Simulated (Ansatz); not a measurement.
Nudged elastic band run: CH5GaSeSi

Input:

```yaml
crystal:
  periodic: [false, false, false]
  atoms:
    - { symbol: Si, position_ang: [-0.24711, 1.167565, -0.739512] }
    - { symbol: C, position_ang: [-0.438492, -0.549401, -0.018278] }
    - { symbol: Ga, position_ang: [0.642558, -1.250487, 1.452381] }
    - { symbol: Se, position_ang: [0.967796, -1.948966, -0.719492] }
    - { symbol: H, position_ang: [-0.394406, 1.170663, -2.226594] }
    - { symbol: H, position_ang: [-1.288059, 2.074407, -0.161074] }
    - { symbol: H, position_ang: [1.099581, 1.713704, -0.397309] }
    - { symbol: H, position_ang: [-1.449074, -0.972066, -0.103482] }
    - { symbol: H, position_ang: [1.107206, -1.405418, 2.913359] }
basis:
  gaussian: { orbitals: def2-SVP }
hamiltonian:
  xc: b3lyp
neb:
  order_check: false
  images: 7
  f_tol: 0.05
  max_iterations: 34
  final_atoms:
    - { symbol: Si, position_ang: [-0.19848403, 1.10169392, -0.70369232] }
    - { symbol: C, position_ang: [-0.42242504, -0.51677744, 0.22031323] }
    - { symbol: Ga, position_ang: [-0.05952053, -0.52616351, 2.28555226] }
    - { symbol: Se, position_ang: [0.97832154, -1.85397021, -0.20245532] }
    - { symbol: H, position_ang: [-0.03643197, 0.94182943, -2.18119053] }
    - { symbol: H, position_ang: [-1.39565988, 1.96794996, -0.46202024] }
    - { symbol: H, position_ang: [1.00850951, 1.81929633, -0.19030809] }
    - { symbol: H, position_ang: [-1.40545808, -0.97995096, 0.03384757] }
    - { symbol: H, position_ang: [1.53114847, -1.95390651, 1.19995245] }
  initial_path:
    images:
      - { positions_ang: [[-0.24711, 1.167565, -0.739512], [-0.438492, -0.549401, -0.018278], [0.642558, -1.250487, 1.452381], [0.967796, -1.948966, -0.719492], [-0.394406, 1.170663, -2.226594], [-1.288059, 2.074407, -0.161074], [1.099581, 1.713704, -0.397309], [-1.449074, -0.972066, -0.103482], [1.107206, -1.405418, 2.913359]] }
      - { positions_ang: [[-0.24805538, 1.18088283, -0.75196569], [-0.47740093, -0.49521888, 0.04731268], [0.55171351, -1.1607658, 1.57518649], [0.98108596, -1.92327632, -0.53954303], [-0.31297144, 1.10530281, -2.22180697], [-1.32567918, 2.07123241, -0.2677791], [1.06178895, 1.75333629, -0.35809513], [-1.45882961, -0.94911691, -0.09259353], [1.22834814, -1.58237542, 2.60928328]] }
      - { positions_ang: [[-0.24900076, 1.19420067, -0.76441939], [-0.51630987, -0.44103675, 0.11290335], [0.46086901, -1.07104461, 1.69799198], [0.99437592, -1.89758664, -0.35959405], [-0.23153688, 1.03994261, -2.21701994], [-1.36329937, 2.06805782, -0.37448419], [1.0239969, 1.79296857, -0.31888126], [-1.46858523, -0.92616782, -0.08170506], [1.34949027, -1.75933285, 2.30520756]] }
      - { positions_ang: [[-0.24994614, 1.2075185, -0.77687308], [-0.5552188, -0.38685463, 0.17849403], [0.37002452, -0.98132341, 1.82079747], [1.00766587, -1.87189696, -0.17964508], [-0.15010232, 0.97458242, -2.2122329], [-1.40091955, 2.06488322, -0.48118929], [0.98620485, 1.83260086, -0.27966739], [-1.47834084, -0.90321874, -0.07081659], [1.47063241, -1.93629027, 2.00113183]] }
      - { positions_ang: [[-0.25089152, 1.22083634, -0.78932678], [-0.59412773, -0.33267251, 0.24408471], [0.27918003, -0.89160221, 1.94360295], [1.02095583, -1.84620728, 0.00030389], [-0.06866776, 0.90922223, -2.20744587], [-1.43853974, 2.06170863, -0.58789438], [0.9484128, 1.87223314, -0.24045351], [-1.48809645, -0.88026965, -0.05992812], [1.59177455, -2.11324769, 1.69705611]] }
      - { positions_ang: [[-0.23778965, 1.19105073, -0.76791816], [-0.55120206, -0.37869874, 0.23814184], [0.19450489, -0.80024254, 2.02909028], [1.01029726, -1.84814801, -0.05038591], [-0.06060881, 0.91737403, -2.20088204], [-1.42781977, 2.03826896, -0.55642585], [0.96343698, 1.85899894, -0.22791716], [-1.46743686, -0.90518998, -0.0364842], [1.57661803, -2.0734124, 1.5727802]] }
      - { positions_ang: [[-0.22468778, 1.16126513, -0.74650955], [-0.50827639, -0.42472497, 0.23219897], [0.10982975, -0.70888286, 2.11457761], [0.99963869, -1.85008874, -0.10107571], [-0.05254986, 0.92552583, -2.1943182], [-1.41709981, 2.0148293, -0.52495731], [0.97846116, 1.84576474, -0.2153808], [-1.44677727, -0.93011031, -0.01304028], [1.56146151, -2.0335771, 1.44850428]] }
      - { positions_ang: [[-0.21158591, 1.13147952, -0.72510093], [-0.46535071, -0.4707512, 0.2262561], [0.02515461, -0.61752319, 2.20006494], [0.98898012, -1.85202947, -0.15176552], [-0.04449091, 0.93367763, -2.18775437], [-1.40637984, 1.99138963, -0.49348878], [0.99348534, 1.83253054, -0.20284445], [-1.42611767, -0.95503063, 0.01040364], [1.54630499, -1.99374181, 1.32422836]] }
      - { positions_ang: [[-0.19848403, 1.10169392, -0.70369232], [-0.42242504, -0.51677744, 0.22031323], [-0.05952053, -0.52616351, 2.28555226], [0.97832154, -1.85397021, -0.20245532], [-0.03643197, 0.94182943, -2.18119053], [-1.39565988, 1.96794996, -0.46202024], [1.00850951, 1.81929633, -0.19030809], [-1.40545808, -0.97995096, 0.03384757], [1.53114847, -1.95390651, 1.19995245]] }
```

Command:

```bash
$ ansatz run input.yaml --threads 2 --pin off --max-ram 3072MiB --backend cpu --events-out ev --progress --plain --runs-dir out
```

Output, in part (warnings, iteration lines, the closing report on the highest movable image, with atoms numbered from 0):

```
NEB end point (image 0): max|allowed force component| = 1.163e-2 eV/Å (the criterion of neb.relax_end_points is 1.000e-2)
NEB end point (image 8): max|allowed force component| = 1.309e-2 eV/Å (the criterion of neb.relax_end_points is 1.000e-2)
NEB iter   1: max|band force component| = 4.914e0 eV/Å  barrier→ = 2.0321 eV  barrier← = 2.0145 eV  Δτ_max = 0.2000 Å  (250 SCF iters)
NEB iter   2: max|band force component| = 1.769e0 eV/Å  barrier→ = 0.9923 eV  barrier← = 0.9747 eV  Δτ_max = 0.2000 Å  (216 SCF iters)
NEB iter   3: max|band force component| = 1.912e0 eV/Å  barrier→ = 0.8066 eV  barrier← = 0.7890 eV  Δτ_max = 0.0991 Å  (213 SCF iters)
NEB iter   4: max|band force component| = 5.949e-1 eV/Å  barrier→ = 0.7189 eV  barrier← = 0.7013 eV  Δτ_max = 0.1986 Å  (211 SCF iters)
NEB iter   5: max|band force component| = 4.935e-1 eV/Å  barrier→ = 0.7040 eV  barrier← = 0.6864 eV  CI = image 4  Δτ_max = 0.0699 Å  (212 SCF iters)
NEB iter   6: max|band force component| = 1.520e-1 eV/Å  barrier→ = 0.6993 eV  barrier← = 0.6817 eV  CI = image 4  Δτ_max = 0.0414 Å  (193 SCF iters)
NEB iter   7: max|band force component| = 8.670e-2 eV/Å  barrier→ = 0.6964 eV  barrier← = 0.6788 eV  CI = image 4  Δτ_max = 0.0375 Å  (193 SCF iters)
NEB iter   8: max|band force component| = 6.916e-2 eV/Å  barrier→ = 0.6955 eV  barrier← = 0.6779 eV  CI = image 4  Δτ_max = 0.0620 Å  (189 SCF iters)
NEB iter   9: max|band force component| = 1.015e-1 eV/Å  barrier→ = 0.6946 eV  barrier← = 0.6770 eV  CI = image 4  Δτ_max = 0.0311 Å  (191 SCF iters)
NEB iter  10: max|band force component| = 2.064e-1 eV/Å  barrier→ = 0.6943 eV  barrier← = 0.6767 eV  CI = image 4  Δτ_max = 0.0156 Å  (198 SCF iters)
NEB iter  11: max|band force component| = 2.232e-2 eV/Å  barrier→ = 0.6942 eV  barrier← = 0.6766 eV  CI = image 4  Δτ_max = 0.0000 Å  (388 SCF iters)
Total energy: -126707.55233692 eV, -4656.4166629180 hartree
Atom 0 at    -0.222149     1.153019    -0.753082 Å, force     0.005571    -0.000938    -0.000756 eV/Å
Atom 1 at    -0.410051    -0.593193    -0.057696 Å, force    -0.004354     0.005638     0.003068 eV/Å
Atom 2 at     0.222021    -0.776890     1.898618 Å, force     0.001284    -0.001012    -0.004118 eV/Å
Atom 3 at     0.946758    -1.893910    -0.395258 Å, force     0.001327    -0.000648     0.000424 eV/Å
Atom 4 at    -0.269613     1.121647    -2.244182 Å, force    -0.003302     0.000649     0.001272 eV/Å
Atom 5 at    -1.331847     2.020202    -0.251873 Å, force     0.001287    -0.001769    -0.002076 eV/Å
Atom 6 at     1.082866     1.729686    -0.320317 Å, force    -0.002810    -0.001144     0.001514 eV/Å
Atom 7 at    -1.438703    -0.983199    -0.085246 Å, force     0.002117    -0.000889     0.000039 eV/Å
Atom 8 at     1.420718    -1.777360     2.209035 Å, force    -0.001120     0.000112     0.000633 eV/Å
Dipole moment:    -0.250038     0.162893     0.295579 e Å
```

It converged. A vibrational analysis at the climbing image gives one clearly imaginary mode, 360i cm⁻¹: a first-order saddle point. The orbitals stay closed-shell, which can raise the energy where a bond breaks towards radicals; this wasn't checked here.

Final band (atoms are numbered from 1 in the order of the input):

```tsv
image	path coordinate (Å)	energy (kJ/mol)	Ga3–H9 (Å)	Se4–H9 (Å)
0	0.00	0.0	1.54	3.68
1	0.34	4.8	1.53	3.53
2	0.68	28.7	1.52	3.24
3	1.03	57.5	1.54	2.95
4	1.37	67.0	1.59	2.65
5	1.76	57.9	1.67	2.19
6	2.15	23.7	1.87	1.73
7	2.54	3.1	2.26	1.53
8	2.93	1.7	2.40	1.51
```

The run took 6.6 min on 2 threads of Intel(R) Xeon(R) Platinum 8375C CPU @ 2.90GHz (Ice Lake), on a shared host, peak memory 0.36 GiB.
